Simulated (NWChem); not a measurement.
System: C2H4N2OSi; SMILES [SiH3]O/C=N/C#N

The following NWChem deck was run.

```
start job
memory heap 200 mb stack 900 mb global 1100 mb
geometry units angstroms noautosym nocenter noautoz
  N      0.301187     3.323422     0.000000
  C      0.187971     2.165630     0.000000
  N      0.158523     0.837404     0.000000
  C     -0.945158     0.189049     0.000000
  O     -0.956658    -1.117290     0.000000
  Si     0.527629    -2.012348     0.000000
  H     -1.946213     0.649663     0.000000
  H      1.287964    -1.698351    -1.236279
  H      1.287964    -1.698351     1.236279
  H      0.043050    -3.415179     0.000000
end
basis spherical
  * library 6-31g*
end
dft
  xc b3lyp
  iterations 150
end
property
  response 1 0.0773
end
task dft property
```

Excerpt of the output:

```
             Northwest Computational Chemistry Package (NWChem) 7.3.0
             --------------------------------------------------------

                             Geometry "geometry" -> ""
                             -------------------------

 Output coordinates in angstroms (scale by  1.889725989 to convert to a.u.)

  No.       Tag          Charge          X              Y              Z
 ---- ---------------- ---------- -------------- -------------- --------------
    1 N                    7.0000     0.30118700     3.32342200     0.00000000
    2 C                    6.0000     0.18797100     2.16563000     0.00000000
    3 N                    7.0000     0.15852300     0.83740400     0.00000000
    4 C                    6.0000    -0.94515800     0.18904900     0.00000000
    5 O                    8.0000    -0.95665800    -1.11729000     0.00000000
    6 Si                  14.0000     0.52762900    -2.01234800     0.00000000
    7 H                    1.0000    -1.94621300     0.64966300     0.00000000
    8 H                    1.0000     1.28796400    -1.69835100    -1.23627900
    9 H                    1.0000     1.28796400    -1.69835100     1.23627900
   10 H                    1.0000     0.04305000    -3.41517900     0.00000000

 Effective nuclear repulsion energy (a.u.)     256.3654304883

                              NWChem Property Module
                              ----------------------

                                 NWChem DFT Module
                                 -----------------

 Summary of "ao basis" -> "ao basis" (spherical)
 ------------------------------------------------------------------------------
       Tag                 Description            Shells   Functions and Types
 ---------------- ------------------------------  ------  ---------------------
 N                           6-31g*                  6       14   3s2p1d
 C                           6-31g*                  6       14   3s2p1d
 O                           6-31g*                  6       14   3s2p1d
 Si                          6-31g*                  8       18   4s3p1d
 H                           6-31g*                  2        2   2s

            General Information
            -------------------
          SCF calculation type: DFT
          Wavefunction type:  closed shell.
          No. of atoms     :    10
          No. of electrons :    52
           Alpha electrons :    26
            Beta electrons :    26
          Charge           :     0
          Spin multiplicity:     1
          Use of symmetry is: off; symmetry adaption is: off
          Maximum number of iterations: 150
          AO basis - number of functions:    96
                     number of shells:    46
          Convergence on energy requested:  1.00D-06
          Convergence on density requested:  1.00D-05
          Convergence on gradient requested:  5.00D-04

              XC Information
              --------------
                         B3LYP Method XC Potential
                     Hartree-Fock (Exact) Exchange  0.200
                        Slater Exchange Functional  0.800 local
                    Becke 1988 Exchange Functional  0.720 non-local
              Lee-Yang-Parr Correlation Functional  0.810
                  VWN I RPA Correlation Functional  0.190 local

             Grid Information
             ----------------
          Grid used for XC integration:  medium
          Radial quadrature: Mura-Knowles
          Angular quadrature: Lebedev.
          Tag              B.-S. Rad. Rad. Pts. Rad. Cut. Ang. Pts.
          ---              ---------- --------- --------- ---------
          N                   0.65       49          14.0       434
          C                   0.70       49          13.0       434
          O                   0.60       49          11.0       434
          Si                  1.10       88          11.0       590
          H                   0.35       45          12.0       434
          Grid pruning is: on
          Number of quadrature shells:   513
          Spatial weights used:  Erf1

      Superposition of Atomic Density Guess
      -------------------------------------

 Sum of atomic energies:        -549.47257470

      Non-variational initial energy
      ------------------------------

 Total energy =    -552.220923
 1-e energy   =   -1263.853186
 2-e energy   =     455.266832
 HOMO         =      -0.335992
 LUMO         =       0.004156

   convergence    iter        energy       DeltaE   RMS-Dens  Diis-err
 ---------------- ----- ----------------- --------- --------- ---------
 d= 0,ls=0.0,diis     1   -552.6422368795 -8.09D+02  2.23D-02  1.35D+00
 d= 0,ls=0.0,diis     2   -552.1463728132  4.96D-01  1.68D-02  5.31D+00
 d= 0,ls=0.0,diis     3   -552.8034427659 -6.57D-01  3.56D-03  1.76D-01
 d= 0,ls=0.0,diis     4   -552.8168286318 -1.34D-02  1.44D-03  6.46D-02
 d= 0,ls=0.0,diis     5   -552.8231009204 -6.27D-03  4.40D-04  2.52D-03
  Resetting Diis
 d= 0,ls=0.0,diis     6   -552.8233573666 -2.56D-04  1.59D-04  4.44D-04
 d= 0,ls=0.0,diis     7   -552.8234031999 -4.58D-05  9.97D-05  3.69D-05
 d= 0,ls=0.0,diis     8   -552.8233927597  1.04D-05  7.04D-05  1.37D-04
 d= 0,ls=0.0,diis     9   -552.8234070857 -1.43D-05  1.00D-05  1.11D-06
 d= 0,ls=0.0,diis    10   -552.8234072268 -1.41D-07  2.11D-06  5.82D-08

         Total DFT energy =     -552.823407226825
      One electron energy =    -1266.467897284835
           Coulomb energy =      512.948432665284
    Exchange-Corr. energy =      -55.669373095603
 Nuclear repulsion energy =      256.365430488329

 Numeric. integr. density =       51.999986583212

                       DFT Final Molecular Orbital Analysis
                       ------------------------------------

 Vector   24  Occ=2.000000D+00  E=-3.538488D-01
              MO Center=  2.6D-01,  3.3D+00,  5.2D-09, r^2= 1.7D+00
   Bfn.  Coefficient  Atom+Function         Bfn.  Coefficient  Atom+Function
  ----- ------------  ---------------      ----- ------------  ---------------
     4      0.481409   1 N  py                6      0.310835   1 N  s
     8      0.300229   1 N  py                2      0.252427   1 N  s
    18     -0.227282   2 C  py               22      0.153725   2 C  py
    16     -0.137368   2 C  s                32      0.124272   3 N  py
     1     -0.111988   1 N  s                36      0.106076   3 N  py

 Vector   25  Occ=2.000000D+00  E=-2.894467D-01
              MO Center=  2.5D-01,  1.9D+00,  2.1D-08, r^2= 2.8D+00
   Bfn.  Coefficient  Atom+Function         Bfn.  Coefficient  Atom+Function
  ----- ------------  ---------------      ----- ------------  ---------------
     3      0.401523   1 N  px               31     -0.332483   3 N  px
     7      0.254386   1 N  px               17      0.240824   2 C  px
    35     -0.239441   3 N  px               34     -0.198807   3 N  s
    32      0.163012   3 N  py               90     -0.149547   7 H  s
    21      0.146412   2 C  px               36      0.122707   3 N  py

 Vector   26  Occ=2.000000D+00  E=-2.862540D-01
              MO Center= -3.2D-02,  1.6D+00, -1.9D-08, r^2= 3.7D+00
   Bfn.  Coefficient  Atom+Function         Bfn.  Coefficient  Atom+Function
  ----- ------------  ---------------      ----- ------------  ---------------
     5      0.391542   1 N  pz               33     -0.310461   3 N  pz
    61      0.265022   5 O  pz                9      0.248738   1 N  pz
    19      0.242708   2 C  pz               37     -0.239889   3 N  pz
    65      0.218437   5 O  pz               47     -0.203982   4 C  pz
    23      0.141141   2 C  pz               51     -0.130100   4 C  pz

 Vector   27  Occ=0.000000D+00  E=-5.588009D-02
              MO Center= -4.9D-01,  6.2D-01,  1.6D-09, r^2= 3.2D+00
   Bfn.  Coefficient  Atom+Function         Bfn.  Coefficient  Atom+Function
  ----- ------------  ---------------      ----- ------------  ---------------
    51      0.540209   4 C  pz               47      0.507740   4 C  pz
    37     -0.339982   3 N  pz               33     -0.290948   3 N  pz
     5      0.245206   1 N  pz               65     -0.241675   5 O  pz
     9      0.235018   1 N  pz               61     -0.224126   5 O  pz
    83     -0.195363   6 Si pz               92     -0.173381   8 H  s

 Vector   28  Occ=0.000000D+00  E=-1.323612D-02
              MO Center=  7.0D-01, -2.1D+00, -2.1D-09, r^2= 4.0D+00
   Bfn.  Coefficient  Atom+Function         Bfn.  Coefficient  Atom+Function
  ----- ------------  ---------------      ----- ------------  ---------------
    81      0.881532   6 Si px               82     -0.578910   6 Si py
    62      0.479372   5 O  s                77      0.303788   6 Si px
    78     -0.223508   6 Si py               92     -0.218779   8 H  s
    94     -0.218779   9 H  s                48      0.182970   4 C  s
    90      0.181095   7 H  s                96     -0.181410  10 H  s

 Vector   29  Occ=0.000000D+00  E= 4.424418D-02
              MO Center=  1.7D-02,  9.6D-01,  1.3D-08, r^2= 6.6D+00
   Bfn.  Coefficient  Atom+Function         Bfn.  Coefficient  Atom+Function
  ----- ------------  ---------------      ----- ------------  ---------------
    48      0.630682   4 C  s                96     -0.609183  10 H  s
    82     -0.558627   6 Si py               90     -0.544865   7 H  s
    81     -0.419477   6 Si px                7     -0.416349   1 N  px
    20     -0.414205   2 C  s                21      0.408730   2 C  px
     3     -0.352045   1 N  px               17      0.348630   2 C  px

     Multipole analysis of the density
     ---------------------------------

     L   x y z        total         alpha         beta         nuclear
     -   - - -        -----         -----         ----         -------
     0   0 0 0     -0.000000    -26.000000    -26.000000     52.000000

     1   1 0 0     -0.443950      0.646207      0.646207     -1.736365
     1   0 1 0     -1.855201     -0.909125     -0.909125     -0.036952
     1   0 0 1     -0.000000     -0.000000     -0.000000      0.000000

     2   2 0 0    -29.445008    -58.841562    -58.841562     88.238116
     2   1 1 0     -4.018153      2.979241      2.979241     -9.976636
     2   1 0 1     -0.000000     -0.000000     -0.000000      0.000000
     2   0 2 0    -41.260949   -369.011781   -369.011781    696.762613
     2   0 1 1      0.000000      0.000000      0.000000      0.000000
     2   0 0 2    -30.694726    -20.805327    -20.805327     10.915928

 *** CALLING NEW AORESP DRIVER FOR CLOSED AND OPEN SHELLS ***
 Entering AOResponse driver routine

--------------------------------------------------------------------------------

          -----------------------------------------------
          Solving response equations for perturbing field
          -----------------------------------------------

 number of frequencies:     1
 frequency in a.u.:  0.7730000E-01
 Perturbing field: electric
 Using El. Dipole Length Gauge

 Setting up CPKS with frequency omega =      0.07730000 a.u.

                            NWChem Dynamic CPHF Module
                            --------------------------

    scftype = RHF
    nclosed =   26
      nopen =    0
  variables =     3640
  num. vecs =        3
  tolerance =   1.0D-04
  max. iter =   50

 SCF residual:    2.1751212641658784E-004

Iterative solution of linear equations
  No. of variables     3640
  No. of equations        3
  Maximum subspace       30
       Convergence  1.0D-04

   iter   nsub   residual    time
   ----  ------  --------  ---------
     1      3    9.52D+00      28.3
     2      6    6.86D+00      41.3
     3      9    4.08D-01      54.2
     4     12    1.89D-01      67.0
     5     15    5.99D-02      79.7
     6     18    1.25D-02      92.8
     7     21    1.87D-03     105.7
     8     24    1.76D-04     118.7
     9     27    6.57D-05     131.5

 Electric Dipole Response Matrix (nonzero elements):

              1        2        3
    1   45.7381   6.7401   0.0000
    2    6.7401  93.8011  -0.0000
    3    0.0000  -0.0000  35.1039

 ------------------------------------------
 average:        58.21439 + I       0.00000

 DFT Linear Response polarizability / au
 Frequency  =       0.0773000 / au
 Wavelength =     589.4353558 / nm
              X              Y              Z
 -----------------------------------------------
 X      45.7381253      6.7400677      0.0000000
 Y       6.7401271     93.8011035     -0.0000001
 Z       0.0000000     -0.0000001     35.1039281
 -----------------------------------------------
 Eigenvalues =      44.8108288     94.7284001     35.1039281
 Isotropic   =      58.2143857
 Anisotropic =      55.4123881
 -----------------------------------------------

 Magnetic Dipole Response Matrix (nonzero elements):

 Exiting AOResponse driver routine
```

Level: B3LYP/6-31G* (spherical d). The geometry was optimised at PBE0/def2-SVP.
